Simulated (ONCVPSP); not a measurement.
**Br: one change to an ONCV potential, before and after**

- Element: bromine
- Generator: ONCVPSP 4.0.1
- Type: optimised norm-conserving Vanderbilt (ONCV)
- Functional: PBEsol
- Relativity: fully relativistic
- Frozen core: [Ar] 3d10
- Valence charge: 7
- Reference configuration: 4s2 4p5
- Partial waves: 4s: rc 1.45 bohr, ncon 4, nbas 7, qcut 5.2 1/bohr, 2 projectors, debl 1.8 Ha; 4p: rc 1.40 bohr, ncon 4, nbas 8, qcut 6.2 1/bohr, 1 projector; d scattering state at 0.31 Ha: rc 1.45 bohr, ncon 3, nbas 6, qcut 7.4 1/bohr, 3 projectors, debl 1 Ha
- Local potential: polynomial inside 1.30 bohr (lpopt 5, dvloc0 0 Ha)
- Core correction: Teter function, fcfact 2.5, rcfact 1.6

Open shells are filled in proportion to 2j + 1.

All-electron outer shells of the reference configuration (PBEsol, scalar-relativistic, ld1.x):

```json
{"shell": "3p", "level (eV)": "-173.26", "outermost node (bohr)": "0.21", "outermost maximum (bohr)": "0.48"}
{"shell": "3d", "level (eV)": "-66.71", "outermost node (bohr)": "–", "outermost maximum (bohr)": "0.43"}
{"shell": "4s", "level (eV)": "-20.13", "outermost node (bohr)": "0.67", "outermost maximum (bohr)": "1.41"}
{"shell": "4p", "level (eV)": "-7.85", "outermost node (bohr)": "0.70", "outermost maximum (bohr)": "1.66"}
```

Change: p: qcut 4.4.

Cutoffs: the cutoffs (Ha) at which the residual kinetic energy of the hardest occupied pseudo-wave falls to 1 and 0.1 mHa per electron; they do not see the model core or the augmentation charge, which bear on the density cutoff. Errors are all-electron minus pseudo energies relative to the spin-unpolarised reference configuration.

How do hardness, ghosts and transferability respond?

The potential gets harder (13 Ha and 36 Ha → 13 Ha and 51 Ha); both files keep a bound ghost (d); of the 4 tests that both files solve, the error grows in 0 and shrinks in 1 by more than 15 % and 0.3 meV (median size 7.7 → 6.8 meV).

| quantity | base | changed |
| --- | --- | --- |
| cutoff, loose | 13 Ha | 13 Ha |
| cutoff, tight | 36 Ha | 51 Ha |
| loose cutoff by channel | s 13 Ha, p 13 Ha | s 13 Ha, p 13 Ha |
| bound ghosts | d5/2, d3/2 | d5/2, d3/2 |
| GHOST(+) flags under 300 eV | s at 111.5 eV | s at 111.5 eV |
| error for 4s2 4p4, meV [ΔE 12.56 eV] | -0.3 | -0.1 |
| error for 4s2 4p3, meV [ΔE 35.34 eV] | -13 | -12 |
| error for 4s2 4p2, meV [ΔE 69.35 eV] | -73 | -73 |
| error for 4s1 4p5, meV [ΔE 25.56 eV] | -2.7 | -1.3 |
| s: phases at 1.48 bohr within 0.05 rad from the reference energy up to (Ha; the scan ends near 5) | 3.9 | 3.9 |
| p3/2: phases at 1.42 bohr within 0.05 rad from the reference energy up to (Ha; the scan ends near 5) | 1.8 | 1.7 |
| p1/2: phases at 1.42 bohr within 0.05 rad from the reference energy up to (Ha; the scan ends near 5) | 2.0 | 1.9 |
| d5/2: phases at 1.48 bohr within 0.05 rad from the reference energy up to (Ha; the scan ends near 5) | to the end of the scan | to the end of the scan |
| d3/2: phases at 1.48 bohr within 0.05 rad from the reference energy up to (Ha; the scan ends near 5) | to the end of the scan | to the end of the scan |
| rms error of d²Exc/dni dnj with the model core, mHa | 4.12 | 4.10 |

Base: The cutoffs count occupied waves only; projector 2 of the d channel, the hardest unoccupied one, needs 75 Ha at the loose tolerance. Changed file: The cutoffs count occupied waves only; projector 2 of the d channel, the hardest unoccupied one, needs 75 Ha at the loose tolerance. A true bound ghost makes a file unfit for plane-wave use even where its test errors are small: the radial tests pick states by their node count and pass the ghost by.
